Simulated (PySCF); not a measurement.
# Electron correlation in Cl²⁺ (chlorine, charge +2)

[Ne] 3s2 3p2 4s1, 4s spin antiparallel (an excited configuration). All numbers are calculated (PySCF 2.14, scalar relativity by spin-free X2C-1e, in aug-cc-pCVTZ-DK with one added diffuse shell each of s, p, d, f type (9s8p6d4f, 91 functions)). Frozen: [Ne]; 5 electrons correlated.

MP2 pair energies summed by pair of shells (mhartree):

| pair | energy | share (%) |
| --- | --- | --- |
| 3s-3p | -45.89 | 50.4 |
| 3s-3s | -19.32 | 21.2 |
| 3p-4s | -10.21 | 11.2 |
| 3s-4s | -7.98 | 8.8 |
| 3p-3p | -7.70 | 8.5 |

Total MP2 correlation energy: -91.09 mhartree.

Same-spin part -16.43 and opposite-spin part -74.66 mhartree; SCS-MP2 scales them by 1/3 and 6/5 to -95.07 mhartree.
